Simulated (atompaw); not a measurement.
# Plane-wave convergence, PAW (atompaw) potential for Be

atompaw 4.2.0.5 input, output lines left out:

```
Be 4
LDA-PW scalarrelativistic loggrid 1500 logderivrange -2 5 176
2 2 0 0 0 0
2 0 1.5
2 1 0.5
0 0 0
c
v
v
1
3.00 2.95 2.20 1.70
y
0.7
n
y
0.75
n
custom polynom2 7 10 vanderbiltortho sinc
bessel
2.15
3.00
3.00
3.00
```

The pseudo-atom Hamiltonian at the reference potential is diagonalised in spherical Bessel functions j_l(qr) that vanish at 20 bohr, with q² up to the cutoff. All-electron valence levels (Ry): 2s -0.4327, 2p -0.1741.

Task: How do the lowest levels (Ry) of each channel move with the cutoff, and are there ghosts?

Result:

| cutoff (Ry) | s #1 | s #2 | p #1 | d #1 | d #2 | f #1 | f #2 | Σ f·Δε (mRy) |
| --- | --- | --- | --- | --- | --- | --- | --- | --- |
| 8 | -0.4324 | -0.0076 | -0.1716 | 0.0566 | 0.1454 | 0.1068 | 0.2338 | 1.6 |
| 10 | -0.4326 | -0.0076 | -0.1728 | 0.0566 | 0.1454 | 0.1068 | 0.2338 | 0.8 |
| 12 | -0.4326 | -0.0076 | -0.1728 | 0.0566 | 0.1454 | 0.1068 | 0.2338 | 0.6 |
| 15 | -0.4326 | -0.0076 | -0.1735 | 0.0566 | 0.1454 | 0.1068 | 0.2338 | 0.3 |
| 400 | -0.4327 | -0.0076 | -0.1741 | 0.0566 | 0.1454 | 0.1068 | 0.2338 | 0.0 |

Result: no extra level below or beside the all-electron valence levels (s, p, d, f tested); 10 mRy is reached at 6 Ry and 1 mRy at 10 Ry.
